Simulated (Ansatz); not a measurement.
Basis-set extrapolation for C$_{3}$H$_{16}$BNSi$_{3}$, SMILES `BN([SiH2][SiH3])[Si](C)(C)C` (PBE0-D4/def2-TZVP geometry, frozen core, Ansatz 0.2.0). Multiplicity 1, RHF reference.

```json
{"": "HF", "def2-TZVPP": "-1069.074141", "def2-QZVPP": "-1069.111082"}
{"": "MP2 correlation", "def2-TZVPP": "-1.226269", "def2-QZVPP": "-1.307873"}
{"": "CCSD(T) correlation", "def2-TZVPP": "-1.383766", "def2-QZVPP": "not run"}
```

Energies in hartree. Use E(X) = E(∞) + A·exp(−7.88·√X) for Hartree–Fock and E(X) = E(∞) + B·X^(−2.97) for correlation, with X = 3 and 4, and add CCSD(T) minus MP2 of the smaller set to the MP2 limit.

Q: What is the CCSD(T) energy at the basis-set limit?

A: HF limit: -1069.111082 + (-0.036941) × 0.13774 = -1069.11617. MP2 limit: -1.307873 + (-0.081604) × 0.74074 = -1.36832. Higher-order term: -1.383766 − (-1.226269) = -0.15750. Total: -1070.64199 hartree, 483.3 kJ/mol below CCSD(T)/def2-TZVPP.
